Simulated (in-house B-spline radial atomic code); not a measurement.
Ionisation energies along the 52-electron series, configuration 1s2 2s2 2p6 3s2 3p6 3d10 4s2 4p6 4d10 4f5/2(6), as differences of self-consistent energies. Dirac energy differences include first-order Breit, QED and recoil terms. NIST's values go from ground level to ground level; the uncertainty of those that are theory runs from under 0.1 % in few-electron ions to several per cent in heavy many-electron ones. Computed with an all-electron radial atomic-structure program (B-spline basis): Dirac-Hartree-Fock, jj configuration that fills j = l - 1/2 first, finite nuclei.

A number in brackets counts the electrons of a j subshell.

| ion | configuration after | ionisation energy (eV) | IE/(q+1)² (eV) | -ε less Coulomb ΔSCF (eV) | Breit and QED recoil part (eV) | tabulated value (eV) | computed minus tabulated (eV) |
| --- | --- | --- | --- | --- | --- | --- | --- |
| Er16+ | [Kr] 4d10 4f5/2(5) | 364.2 | 1.2601 | 2.5835 | 0.034925 | 381 | -16.8 |
| Tm17+ | [Kr] 4d10 4f5/2(5) | 405.3 | 1.251 | 2.6123 | 0.02826 | 424 | -18.7 |
| Yb18+ | [Kr] 4d10 4f5/2(5) | 448.3 | 1.242 | 2.6395 | 0.020006 | 469 | -20.7 |
| Lu19+ | [Kr] 4d10 4f5/2(5) | 493.2 | 1.233 | 2.6652 | 0.010134 | 520 | -26.8 |
| Hf20+ | [Kr] 4d10 4f5/2(5) | 539.9 | 1.2242 | 2.6894 | -0.0013932 | 570 | -30.1 |
| Ta21+ | [Kr] 4d10 4f5/2(5) | 588.4 | 1.2156 | 2.7123 | -0.014616 | 610 | -21.6 |
| W22+ | [Kr] 4d10 4f5/2(5) | ? | ? | ? | ? | ? | ? |
| Re23+ | [Kr] 4d10 4f5/2(5) | ? | ? | ? | ? | ? | ? |
| Os24+ | [Kr] 4d10 4f5/2(5) | 744.6 | 1.1913 | 2.7738 | -0.064891 | 770 | -25.4 |
| Ir25+ | [Kr] 4d10 4f5/2(5) | 800.2 | 1.1837 | 2.7922 | -0.085331 | 820 | -19.8 |
| Pt26+ | [Kr] 4d10 4f5/2(5) | ? | ? | ? | ? | ? | ? |
| Au27+ | [Kr] 4d10 4f5/2(5) | 916.8 | 1.1694 | 2.8262 | -0.13202 | 930 | -13.2 |
| Hg28+ | [Kr] 4d10 4f5/2(5) | 977.7 | 1.1626 | 2.842 | -0.15836 | 990 | -12.3 |

Question: Fill in the row of W22+.

Answer: ionisation energy (eV): 638.6; IE/(q+1)² (eV): 1.2073; -ε less Coulomb ΔSCF (eV): 2.734; Breit and QED recoil part (eV): -0.029578; tabulated value (eV): 640.6; computed minus tabulated (eV): -2.0.

Question: Fill in the row of Re23+.

Answer: ionisation energy (eV): 690.7; IE/(q+1)² (eV): 1.1992; -ε less Coulomb ΔSCF (eV): 2.7544; Breit and QED recoil part (eV): -0.046321; tabulated value (eV): 720; computed minus tabulated (eV): -29.3.

Question: Fill in the row of Pt26+.

Answer: ionisation energy (eV): 857.6; IE/(q+1)² (eV): 1.1764; -ε less Coulomb ΔSCF (eV): 2.8097; Breit and QED recoil part (eV): -0.10769; tabulated value (eV): 870; computed minus tabulated (eV): -12.4.
